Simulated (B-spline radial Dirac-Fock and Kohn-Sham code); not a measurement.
Gd²⁺ 5s: cross section and angular parameters

System: the Gd²⁺ ion, configuration [Xe] 4f7 5d1; threshold 68.92 eV (orbital energy of the model). Calculated with a radial atomic solver, using Dirac-Hartree-Slater photoionisation with a Latter tail; cross sections with all multipoles, angular parameters from the dipole term and its interference with E2.

Input file task.json (cfg lists n, l and occupation; rrms is the nuclear radius in fm):

```json
{"items": [{
  "Z": 64,
  "q": 2,
  "cfg": [[1, 0, 2], [2, 0, 2], [2, 1, 6], [3, 0, 2], [3, 1, 6], [3, 2, 10], [4, 0, 2], [4, 1, 6], [4, 2, 10], [4, 3, 7], [5, 0, 2], [5, 1, 6], [5, 2, 1]],
  "A": 158,
  "rrms": 5.1569,
  "do": "xps",
  "hv": [78.4, 80, 130.0, 144.0, 150, 217.0, 277.0, 318.0, 378.0, 587.0, 600, 655.0, 708.0, 1000.0, 1210.0, 1253.6, 1486.9, 1750.0, 1970.0, 2000, 2220.0, 3060.0, 3490.0, 4130.0, 5000.0, 5414.7, 8047.8, 8220.0, 11700.0, 12300.0]
}]}
```

Command: `python xray2_run.py task.json out`

For linearly polarised light dσ/dΩ = σ/(4π) [1 + β P₂(cos θ) + (δ + γ cos²θ) sin θ cos φ], with θ from the polarisation vector and φ the angle between the beam and the projection of the electron momentum on the plane normal to the polarisation.

```csv
hν (eV),σ (kb),β,γ
78.4,97.7,1.462,-0.195
80,99.5,1.492,-0.178
130,98.5,1.815,0.121
144,91.7,1.839,0.162
150,88.8,1.847,0.177
217,62.5,1.893,0.275
277,47.0,1.913,0.321
318,39.3,1.922,0.340
378,31.4,1.931,0.357
587,16.9,1.945,0.370
600,?,?,?
655,14.4,1.948,0.364
708,12.8,1.951,0.358
1000,7.50,1.958,0.311
1210,5.52,1.961,0.268
1253.6,5.21,1.962,0.259
1486.9,3.92,1.964,0.211
1750,2.98,1.967,0.160
1970,2.43,1.968,0.120
2000,2.36,1.968,0.115
2220,1.97,1.969,0.078
3060,1.11,1.972,-0.029
3490,0.870,1.973,-0.067
4130,0.635,1.974,-0.105
5000,0.442,1.975,-0.129
5414.7,0.380,1.976,-0.132
8047.8,0.175,1.977,-0.058
8220,0.168,1.977,-0.049
11700,0.0814,1.977,0.184
12300,0.0734,1.977,0.230
```

Question: Give the values at 600 eV.

Answer: σ = 16.4 kb, β = 1.946, γ = 0.369. For an s subshell δ is negligible.
